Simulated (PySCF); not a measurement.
# Vanadium: a sound run and one with changed settings

Sound run: V²⁺ [Ar] 3d3, V³⁺ [Ar] 3d2. Calculation: PySCF 2.14, in cc-pVDZ-DK (6s5p3d1f, 43 functions); scalar relativity by spin-free X2C-1e. In the sound run the correlated levels freeze [Ar]. The sound run starts from symmetry-adapted Hartree-Fock orbitals and uses a fine grid where one is needed.

Changed run: initial guess 1e, at most 50 SCF cycles, level shift 0.5 hartree.

| species | method | sound run (hartree) | changed run (hartree) | converged |
| --- | --- | --- | --- | --- |
| V²⁺ | UHF | -947.42831 | -947.42831 | yes |
| V²⁺ | PBE | -948.14379 | -948.14379 | yes |
| V²⁺ | M06-L | -948.34587 | -948.34587 | yes |
| V²⁺ | MP2 | -947.44088 | -947.43807 | yes |
| V³⁺ | UHF | -946.38225 | -946.32290 | yes |
| V³⁺ | PBE | -947.03476 | -947.02523 | no |
| V³⁺ | M06-L | -947.25096 | -947.21359 | no |
| V³⁺ | MP2 | -946.38440 | -946.32695 | yes |

Ionisation energy of V²⁺:

```json
{"method": "UHF", "sound run (eV)": "28.465", "changed run (eV)": "30.080"}
{"method": "MP2", "sound run (eV)": "28.748", "changed run (eV)": "30.235"}
{"method": "SCS-MP2", "sound run (eV)": "28.559", "changed run (eV)": "30.132"}
```

The plain start fixes occupations by D2h representation alone, and V³⁺ at UHF landed in another state (other ⟨L²⟩ or ⟨S²⟩). A level shift leaves the converged SCF energy unchanged but raises the virtual orbital energies, which shrinks MP2 if it is not removed.

For comparison, NIST gives 29.311 eV between the lowest levels.
